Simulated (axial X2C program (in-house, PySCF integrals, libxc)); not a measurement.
# BeSi⁻: cheaper levels and CCSD(T), two-component

All values were computed with an in-house relativistic program for diatomic molecules. Two-component (2c) means X2C with spin–orbit coupling and atomic mean-field two-electron Coulomb and Gaunt terms. Basis: Si dyall-av3z [9s8p3d2f], Be dyall-av3z [9s9p4d2f] (cores contracted in-house); Gaussian nuclei, density fitting, unrestricted open shells. Masses: Si 27.977 u, Be 9.012 u.

State: Ω = 3/2 (⟨Sz⟩ = 1.50, ⟨Lz⟩ = 0.00 at HF); fragments Si- + Be.

| level | Re (Å) | ωe (cm⁻¹) | De (eV) |
| --- | --- | --- | --- |
| HF | 2.156 | 545.9 | 1.09 |
| MP2 | 2.163 | 549.5 | 1.49 |
| CCSD | 2.180 | 504.1 | 1.29 |

Correlated methods: 7 electrons correlated (number of frozen shells: Si 2 s, 1 p; Be 1 s), 211 virtual spin orbitals or spinors in MP2, 90 natural virtuals in coupled cluster.

CCSD(T), same Hamiltonian and basis:

Re = 2.187 Å, ωe = 512.1 cm⁻¹, De = 1.42 eV; T1 = 0.036 (Lee–Taylor normalisation).

(1) Give the differences from CCSD(T) in the columns below.

One determinant describes the state; a PBE0 search over occupations chose it and may have missed a lower one. Dissociation energies refer to the lowest single-determinant-based atoms at the same level and basis. Coupled cluster ran in a truncated set of natural virtual spinors; the MP2 energy of the rest was added. (T) has no such correction and the atoms are truncated less, which lowers De at CCSD(T) by a hundredth of an eV or more. Other states lie close and PBE0, whose exact exchange favours high spin, may order them wrongly; the determinant shown need not be the ground state. The nearest other 2c determinant of the search, Ω = 1/2, lies 0.13 eV up at the distance of the search. With several unpaired electrons one determinant need not be a pure state. This is the top spin component of a Σ state; components of lower Ω are not single determinants and can lie lower. Hartree–Fock gets electron affinities wrong, so its lowest charge split need not be the true one.

Answers

(1) 

| level | ΔRe (Å) | Δωe (cm⁻¹) | ΔDe (eV) |
| --- | --- | --- | --- |
| HF | -0.031 | 34 | -0.33 |
| MP2 | -0.024 | 37 | 0.07 |
| CCSD | -0.007 | -8 | -0.13 |
